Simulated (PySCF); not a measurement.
**Polarisability and C₆ of Nb²⁺ (niobium, charge +2)**

[Kr] 4d3, high-spin 4F determinant. Computed with PySCF 2.14 in aug-cc-pwCVTZ-DK (11s10p8d4f3g, 136 functions), with scalar relativity by spin-free X2C-1e. Coupled (time-dependent) response in atomic units; α is the mean over directions.

| method | mean α (bohr³) | C₆ (like pair) | S(−4) |
| --- | --- | --- | --- |
| B97-3 | 11.06 | 57.83 | 58.80 |

S(−4) is the Cauchy moment in α(ω) = α(0) + S(−4) ω² + …

Spin-orbit coupling is absent.

α(iu) at B97-3:

```
u (hartree)  α(iu) (bohr³)
          0          11.06
     0.0500          10.92
      0.100          10.53
      0.200          9.352
      0.300          8.135
      0.500          6.246
      0.750          4.702
       1.00          3.669
       1.50          2.391
       2.00          1.661
       3.00         0.9218
       5.00         0.4055
```

A single London oscillator, α(iu) = α/(1 + u²/ω²), gives C₆ = (3/4) ω α². Matching the computed C₆ needs ω = 4 × 57.83 / (3 × 11.06²) = 0.630 hartree.

For an ion, C₆ is the dispersion term alone; charge-induced terms of lower order in 1/R come first.
